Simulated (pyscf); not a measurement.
## H₃Ge–Ge•(GeH₃)–GeH₃, doublet

Gas-phase minimum from PySCF at ωB97X-D3(BJ)/def2-SVP, one conformer. Other isomers of H₃Ge–Ge•(GeH₃)–GeH₃ were not searched in full and may lie lower. 

```xyz
13

Ge     0.9038     0.3348    -2.1258
Ge     0.6898     1.2896     0.0671
Ge     1.4570    -0.1987     1.7884
Ge    -1.5263     2.1098     0.4941
H      0.4952     1.3627    -3.1930
H     -0.0033    -0.9026    -2.2675
H      2.3579    -0.0962    -2.3754
H      2.9152    -0.6068     1.5248
H      1.3689     0.4889     3.1602
H      0.5926    -1.4737     1.8249
H     -1.5787     2.8039     1.8644
H     -1.9375     3.1152    -0.5933
H     -2.5409     0.9501     0.4955
```
Charge 0, spin multiplicity 2.

Bonded distances (Å): Ge1–Ge2 2.401, Ge1–H5 1.537, Ge1–H6 1.541, Ge1–H7 1.537, Ge2–Ge3 2.401, Ge2–Ge4 2.401, Ge3–H8 1.537, Ge3–H9 1.537, Ge3–H10 1.541, Ge4–H11 1.537, Ge4–H12 1.537, Ge4–H13 1.541. Bond angles (°): Ge2–Ge1–H5 110.1, Ge2–Ge1–H6 110.5, Ge2–Ge1–H7 110.1, H5–Ge1–H6 108.5, H5–Ge1–H7 109.0, H6–Ge1–H7 108.5, Ge1–Ge2–Ge3 112.3, Ge1–Ge2–Ge4 112.4, Ge3–Ge2–Ge4 112.3, Ge2–Ge3–H8 110.2, Ge2–Ge3–H9 110.1, Ge2–Ge3–H10 110.5, H8–Ge3–H9 109.0, H8–Ge3–H10 108.5 (the first ones only).

Properties at ωB97X-D3(BJ)/def2-SVP:

| Quantity | Result |
|---|---|
| Harmonic wavenumbers, unscaled | 54, 54, 57, 60, 61, 61, 214, 308, 308, 445, 448, 448, 502, 514, 514, 801, 801, 850, 898, 899, 899, 904, 904, 906, 2155, 2155, 2162, 2179, 2179, 2180, 2184, 2184, 2184 cm⁻¹ |
| Zero-point energy | 45.0 kcal/mol |
| Rotational symmetry number | 3 |
| Entropy of this conformer at 298 K and 1 atm, rigid rotor and harmonic oscillator, modes under 100 cm⁻¹ raised to 100 | 439.1 J/(mol K) |
| Dipole moment | 0.03 D |
| Spin expectation value S2 | 0.753 |

Single-point totals, which compare only within one level:

```
level                   total energy (hartree)
----------------------  ----------------------
ωB97X-D3(BJ)/def2-TZVP             -8313.26144
PBE/def2-TZVP                      -8312.12636
r²SCAN/def2-TZVP                   -8313.37406
B3LYP-D3(BJ)/def2-TZVP             -8313.62773
PBE0-D3(BJ)/def2-TZVP              -8312.36874
M06-2X/def2-TZVP                   -8313.39520
ωB97M-D3(BJ)/def2-TZVP             -8313.48515
```

Soft torsions are taken as harmonic, which can shift the entropy by several J/(mol K). Elements up to Kr have no core potential and no relativistic terms here.
